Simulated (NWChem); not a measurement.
Molecule: SiNH3BrCl; SMILES N[SiH](Cl)Br

```xyz
7

Si     0.4188    -0.5673     0.4619
N      1.9368    -0.9558    -0.2107
Cl    -0.8983    -2.0587    -0.0634
Br    -0.4664     1.3581    -0.2515
H      0.5388    -0.4558     1.9328
H      2.0127    -1.2287    -1.1848
H      2.7661    -0.4647     0.1064
```
Atoms are numbered in this order, from 1.

Results from NWChem. Pople sets run with spherical d functions. The geometry was optimised at PBE0/def2-SVP. Vzz is the largest principal value of the second derivative of the potential at the nucleus (NWChem prints the opposite sign); η is the asymmetry. Non-relativistic.

```json
[
 {"level": "PBE/6-31G*", "Vzz N2 (a.u.)": "-0.831", "η N2": "0.26", "Vzz Cl3 (a.u.)": "2.144", "η Cl3": "0.08", "Vzz Br4 (a.u.)": "3.871", "η Br4": "0.02"},
 {"level": "PBE/def2-SVP", "Vzz N2 (a.u.)": "-0.884", "η N2": "0.27", "Vzz Cl3 (a.u.)": "2.064", "η Cl3": "0.08", "Vzz Br4 (a.u.)": "4.017", "η Br4": "0.02"},
 {"level": "CAM-B3LYP/def2-SVP", "Vzz N2 (a.u.)": "-0.927", "η N2": "0.28", "Vzz Cl3 (a.u.)": "2.100", "η Cl3": "0.08", "Vzz Br4 (a.u.)": "4.105", "η Br4": "0.01"},
 {"level": "CAM-B3LYP/6-31G*", "Vzz N2 (a.u.)": "-0.873", "η N2": "0.27", "Vzz Cl3 (a.u.)": "2.145", "η Cl3": "0.08", "Vzz Br4 (a.u.)": "3.901", "η Br4": "0.01"}
]
```
